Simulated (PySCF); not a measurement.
C₄H₉O₂, doublet, geometry from GFN2-xTB; PySCF with MP2/pc-1.

PySCF was given this input:
```python
from pyscf import gto, scf, mp

mol = gto.M(
    atom='''
C     2.44429592   -1.02503628   -0.30093565
O     1.31720491   -0.30874313   -0.56583977
C     0.46397681   -0.08288066    0.52738845
C    -0.78368637    0.65746024    0.03894765
C    -1.61108653   -0.22008434   -0.89623149
O    -1.50290815    1.02973766    1.19642637
H     2.49044820   -1.62960395    0.58697247
H     3.00838206   -1.27513126   -1.17673703
H     0.96317964    0.52974000    1.29056499
H     0.16839632   -1.03268951    0.99436903
H    -0.45232858    1.55679033   -0.50523325
H    -1.98942224   -1.08474277   -0.35488689
H    -2.45322875    0.33792816   -1.30164553
H    -0.98643999   -0.55931603   -1.71727797
H    -2.34435957    1.41231493    0.92416785
''',
    basis='pc-1',
    spin=1,
    verbose=4,
)

mf = scf.UHF(mol)
mf.kernel()

pt = mp.MP2(mf, frozen=6)
pt.kernel()
print('E(MP2) = %.10f' % pt.e_tot)
```

Question: Predict the main parts of the log of this PySCF run.

Answer: 
```
PySCF version 2.14.0

[INPUT] verbose = 4
[INPUT] num. atoms = 15
[INPUT] num. electrons = 49
[INPUT] charge = 0
[INPUT] spin (= nelec alpha-beta = 2S) = 1
[INPUT] symmetry False subgroup None
[INPUT] Mole.unit = angstrom
[INPUT] Symbol           X                Y                Z      unit          X                Y                Z       unit  Magmom
[INPUT]  1 C      2.444295920000  -1.025036280000  -0.300935650000 AA    4.619049856192  -1.937037836943  -0.568685959618 Bohr   0.0
[INPUT]  2 O      1.317204910000  -0.308743130000  -0.565839770000 AA    2.489156529832  -0.583439958541  -1.069282195687 Bohr   0.0
[INPUT]  3 C      0.463976810000  -0.082880660000   0.527388450000 AA    0.876789099049  -0.156621748423   0.996619731759 Bohr   0.0
[INPUT]  4 C     -0.783686370000   0.657460240000   0.038947650000 AA   -1.480952606855   1.242419791391   0.073600391695 Bohr   0.0
[INPUT]  5 C     -1.611086530000  -0.220084340000  -0.896231490000 AA   -3.044512304676  -0.415899126906  -1.693632060311 Bohr   0.0
[INPUT]  6 O     -1.502908150000   1.029737660000   1.196426370000 AA   -2.840084793877   1.945922157550   2.260918167508 Bohr   0.0
[INPUT]  7 H      2.490448200000  -1.629603950000   0.586972470000 AA    4.706265025416  -3.079505157009   1.109217210959 Bohr   0.0
[INPUT]  8 H      3.008382060000  -1.275131260000  -1.176737030000 AA    5.685018171455  -2.409648854272  -2.223710707334 Bohr   0.0
[INPUT]  9 H      0.963179640000   0.529740000000   1.290564990000 AA    1.820145728357   1.001063517227   2.438814377052 Bohr   0.0
[INPUT] 10 H      0.168396320000  -1.032689510000   0.994369030000 AA    0.318222925185  -1.951500345611   1.879085133449 Bohr   0.0
[INPUT] 11 H     -0.452328580000   1.556790330000  -0.505233250000 AA   -0.854777134513   2.941907357071  -0.954752471524 Bohr   0.0
[INPUT] 12 H     -1.989422240000  -1.084742770000  -0.354886890000 AA   -3.759463179719  -2.049866750902  -0.670639027299 Bohr   0.0
[INPUT] 13 H     -2.453228750000   0.337928160000  -1.301645530000 AA   -4.635930458409   0.638591672178  -2.459753562964 Bohr   0.0
[INPUT] 14 H     -0.986439990000  -0.559316030000  -1.717277970000 AA   -1.864101419419  -1.056954113779  -3.245185043049 Bohr   0.0
[INPUT] 15 H     -2.344359570000   1.412314930000   0.924167850000 AA   -4.430197524803   2.668888419334   1.746424129628 Bohr   0.0

nuclear repulsion = 250.995065752957
number of shells = 36
number of NR pGTOs = 207
number of NR cGTOs = 129
basis = pc-1
ecp = {}

******** <class 'pyscf.scf.uhf.UHF'> ********
method = UHF
initial guess = minao
damping factor = 0
level_shift factor = 0
DIIS = <class 'pyscf.scf.diis.CDIIS'>
diis_start_cycle = 1
diis_space = 8
diis_damp = 0
SCF conv_tol = 1e-09
SCF conv_tol_grad = None
SCF max_cycles = 50
direct_scf = True
direct_scf_tol = 1e-13
number electrons alpha = 25  beta = 24
Set gradient conv threshold to 3.16228e-05
init E= -307.210728455582

cycle= 1 E= -306.170242606934  delta_E= 1.04  |g|= 0.465  |ddm|= 2.48
cycle= 2 E= -306.265905758146  delta_E= -0.0957  |g|= 0.223  |ddm|= 0.496
cycle= 3 E= -306.285951015959  delta_E= -0.02  |g|= 0.058  |ddm|= 0.181
cycle= 4 E= -306.288157058188  delta_E= -0.00221  |g|= 0.0157  |ddm|= 0.0653
cycle= 5 E= -306.288447010064  delta_E= -0.00029  |g|= 0.00785  |ddm|= 0.0259
cycle= 6 E= -306.288558577089  delta_E= -0.000112  |g|= 0.0036  |ddm|= 0.0171
cycle= 7 E= -306.288583992625  delta_E= -2.54e-05  |g|= 0.00159  |ddm|= 0.00874
cycle= 8 E= -306.288587708835  delta_E= -3.72e-06  |g|= 0.000674  |ddm|= 0.00347
cycle= 9 E= -306.28858830731  delta_E= -5.98e-07  |g|= 0.000275  |ddm|= 0.0014
cycle= 10 E= -306.288588400586  delta_E= -9.33e-08  |g|= 0.00012  |ddm|= 0.000539
cycle= 11 E= -306.288588419932  delta_E= -1.93e-08  |g|= 5.47e-05  |ddm|= 0.000231
cycle= 12 E= -306.288588424889  delta_E= -4.96e-09  |g|= 2.21e-05  |ddm|= 0.000134
cycle= 13 E= -306.288588425689  delta_E= -7.99e-10  |g|= 1.04e-05  |ddm|= 5.49e-05
Extra cycle  E= -306.28858842577  delta_E= -8.16e-11  |g|= 6.74e-06  |ddm|= 1.26e-05
converged SCF energy = -306.28858842577  <S^2> = 0.75975066  2S+1 = 2.009727

******** <class 'pyscf.mp.ump2.UMP2'> ********
nocc = (np.int64(19), np.int64(18)), nmo = (123, 123)
frozen orbitals 6
E(UMP2) = -307.204401436109  E_corr = -0.915813010339189
E(SCS-UMP2) = -307.192466528989  E_corr = -0.903878103218862
E_corr(same-spin) = -0.225112510601729
E_corr(oppo-spin) = -0.69070049973746
E(MP2) = -307.2044014361
```
